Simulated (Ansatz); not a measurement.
`BN[SiH2][SiH3]` + `O[SiH3]` → `[SiH3]O[SiH2][SiH3]` + `BN` at 400 K and 1 bar (ligand exchange at the Si–N bond).

Program: Ansatz. Geometries: PBE0-D4/def2-TZVP. ΔE: electronic, gas phase. CCSD(T)/CBS adds triple-zeta CCSD(T) − MP2 to the extrapolated MP2 energy (def2 sets, frozen cores). This one scheme is used for every species. One conformer a species, not always the lowest.

```
              species  CCSD(T)/CBS energy (Eh)  H − E (kJ/mol)  S (J/(mol·K))
     `BN[SiH2][SiH3]`               -662.50812           246.9          394.0
            `O[SiH3]`               -366.69042           120.0          276.4
`[SiH3]O[SiH2][SiH3]`               -947.28799           227.4          435.6
                 `BN`                -81.93499           142.5          243.5
```

H − E and S are ideal-gas, rigid-rotor, harmonic terms from PBE0-D4/def2-TZVP, for one conformer and one mirror image of each species. 1 Eh = 2625.50 kJ/mol, R = 8.31446 J/(mol·K).

Problem. By hand: ΔE, ΔH, ΔS and ΔG.

Solution. ΔE = (-947.28799) + (-81.93499) − (-662.50812) − (-366.69042) = -0.02444 Eh = -64.2 kJ/mol. Δ(H − E) = 227.4 + 142.5 − 246.9 − 120.0 = 3.0, so ΔH = -61.2 kJ/mol. ΔS = 435.6 + 243.5 − 394.0 − 276.4 = 8.7 J/(mol·K). ΔG = -61.2 − 400 × (8.7)/1000 = -64.7 kJ/mol.

Problem. By hand: the equilibrium constant, and the temperature at which ΔG would vanish if ΔH and ΔS stayed fixed.

Solution. log₁₀ K = −ΔG/(RT ln 10) = 8.4. ΔH and −TΔS have one sign here, so there is no such temperature.

The number of gas molecules stays the same, so ΔS is small and ΔH decides. A doubt of 5 kJ/mol in ΔE shifts log₁₀ K by 0.7 here. Other conformers and mirror images would add mixing entropy, several J/(mol·K) or more a flexible species. Modes under 60 cm⁻¹, often nearly free rotors, make the harmonic entropy too high. These are equilibria of isolated gas molecules and say nothing of rates. Largest T1 diagnostic: 0.013 (customary marks: 0.02 for closed shells, 0.045 for open ones).

ΔS is within the doubt of such terms, so its sign, and with it that verdict, could turn.
